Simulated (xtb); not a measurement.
CH5ClInNO, SMILES C[O][In]([NH2])[Cl]. All values are semi-empirical tight-binding results from xtb (GFN2-xTB unless named), good for trends rather than for accurate numbers. Geometry: GFN2-xTB. The structure was generated by enumeration; whether it is a known compound was not checked. The values are those of a single conformer.

Optimised geometry:

Bonds (Å): In1–Cl2 2.287, In1–O3 2.001, In1–N8 2.071, O3–C4 1.405, C4–H5 1.097, C4–H6 1.095, C4–H7 1.097, N8–H9 1.015, N8–H10 1.016. Angles (°): Cl2–In1–O3 115.4, Cl2–In1–N8 126.4, O3–In1–N8 117.3, In1–O3–C4 122.5, O3–C4–H5 112.7, O3–C4–H6 106.7, O3–C4–H7 111.4, H5–C4–H6 108.3, H5–C4–H7 109.0, H6–C4–H7 108.6, In1–N8–H9 109.3, In1–N8–H10 110.5, H9–N8–H10 107.0.
Charge 0, spin multiplicity 1.

For metal compounds this method's bond lengths and energies can be far off.

```json
{
  "orbital_gap": "2.66 eV",
  "zero_point_energy": "39.6 kcal/mol",
  "G − E(el) at 298.15 K (modified RRHO)": "16.9 kcal/mol"
}
```

### Question
Give the atomic charges and the Wiberg bond orders between heavy atoms. (Estimate from the structure and the level; the computed values follow.)

### Answer
charges (e) In1 0.29, Cl2 -0.11, O3 -0.37, C4 0.05, H5 0.05, H6 0.06, H7 0.04, N8 -0.37, H9 0.18, H10 0.19. Bond orders In1–Cl2 1.06, In1–O3 0.89, O3–C4 1.00, In1–N8 0.94.
